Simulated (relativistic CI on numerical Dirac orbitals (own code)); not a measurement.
Computed by Dirac-Coulomb-Breit CI, orbitals from a KLI potential per configuration, QED by a radiative potential, valence Slater integrals scaled by 0.9, P86 correlation estimate, and configurations built on the next ion tied to the tabulated ionisation energy (semi-empirical) (own radial code, finite nucleus).

CI space (outside the closed core [Ar] 3d10): 4s2 4p6 4d10, 4s2 4p6 4d9 5s, 4s2 4p6 4d9 5p, 4s2 4p6 4d9 5d, 4s2 4p6 4d9 6s, 4s2 4p6 4d9 4f, 4s2 4p6 4d9 5f, 4s2 4p6 4d8 4f2, 4s2 4p6 4d8 5s2, 4s2 4p6 4d9 6p, 4s2 4p6 4d9 6d, 4s2 4p5 4d10 4f, 4s2 4p6 4d8 5s 5p, 4s2 4p6 4d9 5g, 4s2 4p6 4d9 6f, 4s2 4p6 4d8 5p2, 4s2 4p6 4d8 4f 5s, 4s2 4p5 4d10 5s, 4s 4p6 4d10 4f, 4s2 4p6 4d8 4f 5p, 4s2 4p5 4d10 5p, 4s2 4p4 4d10 4f2. Levels of other configurations are missing.

Configurations that consist of the next ion and one excited electron were tied to the tabulated ionisation energy; Rydberg ones are usually within 1,000 to 3,000 cm⁻¹ and the lowest ones within about 6,000 (9,000 in d shells), while levels on excited terms of the next ion carry the error of that term, and the other configurations can be misplaced by 10,000 cm⁻¹ or more. Rates follow the energies as ν³ (E1, M1) or ν⁵ (E2), so rates, branching and lifetimes can be off by large factors. Levels and lines within the n = 5 or 6 shells can be off by up to 10 % or somewhat more, and those that change n by about 2 %, since core polarisation is missing. 12 of the 14 excited levels that our extract of the measured tables holds in this range could be paired (the sources list more); they are missed by 5305 cm⁻¹ on average and 7133 at most, and levels without a partner can miss by more.

Outline of the computed level scheme of Te VII. Lowest level of each configuration: 4s2 4p6 4d10 1S_0 at 0.0000 eV; 4s2 4p6 4d9 5s 3D_3 at 38.7457 eV; 4s2 4p6 4d9 5p 3P°_2 at 51.4096 eV; 4s2 4p6 4d9 4f 3P°_0 at 68.6654 eV; 4s2 4p6 4d9 5d 3S_1 at 70.8656 eV.

Some strong electric-dipole decays among the lowest 45 levels: 4s2 4p6 4d9 5p 1P°_1 → 4s2 4p6 4d10 1S_0 (4.0e+10 s⁻¹); 4s2 4p6 4d9 5d 3G_4 → 4s2 4p6 4d9 5p 3F°_3 (9.8e+09 s⁻¹); 4s2 4p6 4d9 5d 3G_5 → 4s2 4p6 4d9 5p 3F°_4 (9.8e+09 s⁻¹); 4s2 4p6 4d9 5d 3S_1 → 4s2 4p6 4d9 5p 3P°_2 (8.4e+09 s⁻¹); 4s2 4p6 4d9 5d 3P_2 → 4s2 4p6 4d9 5p 3P°_2 (7.6e+09 s⁻¹); 4s2 4p6 4d9 5p 3D°_1 → 4s2 4p6 4d10 1S_0 (7.0e+09 s⁻¹); 4s2 4p6 4d9 5d 3G_3 → 4s2 4p6 4d9 5p 3F°_2 (6.7e+09 s⁻¹); 4s2 4p6 4d9 5d 3F_4 → 4s2 4p6 4d9 5p 3D°_3 (6.6e+09 s⁻¹).

LS names give the leading component of a level, which can be under half, so a name can repeat, a term be missing and a line seem to break the LS rules.
